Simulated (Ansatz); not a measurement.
The cluster Li₂Si₂⁺, relaxed as a quartet with UKS PBE0-D4/def2-TZVP in Ansatz, starting from the PBE0-D4/def2-TZVP geometry of the charge +1 doublet. Force threshold 0.02 eV/Å.

At PBE0-D4/def2-TZVP a doublet of charge 1 lies 1.23 eV below the quartet, each at its own geometry. The structure comes from a short search, and lower isomers may exist.

Start:

Cartesian coordinates in Å:
```
Li 0.2279 -1.5143 1.5223
Li 0.9917 0.8527 -1.7181
Si -0.1299 1.0307 0.7222
Si -1.0897 -0.3690 -0.5264
```

```csv
step,energy (eV),largest force component (eV/Å),SCF passes
1,-16148.4114,2.413,77
2,-16148.8582,0.450,48
3,-16149.0128,0.196,63
4,-16149.1422,0.165,64
5,-16149.1814,0.232,57
6,-16149.2018,0.017,82
```

Force components are those of the run's own axes.

End:

Cartesian coordinates in Å:
```
Li -0.432 -1.372 1.871
Li 0.419 1.380 -1.868
Si 0.531 0.761 0.681
Si -0.517 -0.768 -0.683
```

By distances, no bond broke or formed. The bond that changes most is Si3–Si4, from 2.11 to 2.30 Å (atoms count from 1).

No frequencies were taken in this run, so the end may be a saddle point.

Hardware: 4 threads of Arm Neoverse V1 on a shared host. Wall time 22 s.
